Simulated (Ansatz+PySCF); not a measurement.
The numbers below are computed, except where a source is named.
Several solutions for quintet VH

```csv
atom,x (Å),y (Å),z (Å)
V,0.0000,0.0000,0.0000
H,0.0000,0.0000,1.7300
```

Basis set: def2-SVP (spherical functions). Charge 0, multiplicity 5.

PBE0 (unrestricted) was run from several starts with Ansatz (development build ahead of 0.2.0) and PySCF 2.14.0.

| run | program | start | converged | energy (hartree) | <S²> |
| --- | --- | --- | --- | --- | --- |
| A | Ansatz | stability test followed | yes | -944.15844 | 6.02 |
| B | PySCF | program defaults | yes | -944.12088 | 6.03 |
| C | PySCF | guess minao, instabilities followed | yes | -944.15845 | 6.02 |
| D | PySCF | guess huckel, instabilities followed | yes | -944.15845 | 6.02 |
| E | Ansatz | atomic start, no search | yes | -944.15844 | 6.02 |
| F | Ansatz | search for the lowest state | yes | -944.15844 | 6.02 |
| G | PySCF | guess atom, instabilities followed | yes | -944.15845 | 6.02 |

(1) Which runs reached the lowest solution of this kind, and what is wrong with the others?

Answers

(1) A, C, D, E, F, G reached the lowest solution found. Converged but too high: B by 1.02 eV. Convergence only shows a stationary point, and even a stable one can lie too high; stability tests and further starts are what find lower ones.
